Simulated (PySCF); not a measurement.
GaClBr₂, SMILES [Cl][Ga]([Br])[Br].

Geometry optimised at B3LYP-D3(BJ)/def2-SVP.

Level of theory: C-PCM-B3LYP/def2-SVP run with PySCF.

The values are the electrostatic part of the solvation free energy, E(continuum) − E(gas) at the gas-phase geometry, in a cavity of scaled van der Waals radii (PySCF's table); cavitation and dispersion terms are not included. A continuum can't describe solvent molecules that bind to the metal. In vacuum the orbital gap is 5.93 eV. The dipole moment in vacuum is 0.32 D.

```csv
solvent,ε,ΔG(elec) (kcal/mol),dipole (D),gap (eV)
water,78.36,-3.6,0.36,6.07
ethylethanoate,5.99,-3.0,0.36,6.05
acetone,20.49,-3.4,0.36,6.07
```
